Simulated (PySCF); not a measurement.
**$^{17}$O chemical shifts**

PySCF 2.14.0 with density-fitted response routines calculation with GIAO PBE0/pcSseg-1 shieldings and GFN2-xTB geometry; rapidly exchanging positions averaged, one computed conformer, non-relativistic, no solvent model.

Shieldings were converted by a linear fit to measured shifts: $^{17}$O (scatter 10.7 ppm rms, 12.2 ppm with the 3 outliers that the fit left out vs liquid water, solution or neat liquid). Occasional misses reach two or three times the rms, and more in compound classes unlike the fitted ones.

Task: Give the $^{17}$O shifts of `CC1=C(F)[SiH2][Si@H]1OC=O`, `CCCOC(F)(F)CF`.

Result: 
| compound | environment | δ (ppm) |
| --- | --- | --- |
| [CH3:1][C:2]1=[C:3]([F:4])[SiH2:5][Si@H:6]1[O:7][CH:8]=[O:9] | O9: carbonyl oxygen | 383.7 |
| [CH3:1][C:2]1=[C:3]([F:4])[SiH2:5][Si@H:6]1[O:7][CH:8]=[O:9] | O7: oxygen bonded to C, Si | 146.9 |
| CCCOC(F)(F)CF | ether oxygen | 59.7 |

Task: Match the shifts 607.8, 573.6, 74.4 ppm to `C=CC[C@]([SiH3])(C#N)C=O`, `COC1=C[C@H](C#N)[SiH2]C1`, `C[C@@H]([SiH3])[C@@](C)(C=O)C(F)F`.

Result: 607.8: C[C@@H]([SiH3])[C@@](C)(C=O)C(F)F (aldehyde oxygen); 573.6: C=CC[C@]([SiH3])(C#N)C=O (aldehyde oxygen); 74.4: COC1=C[C@H](C#N)[SiH2]C1 (ether oxygen).
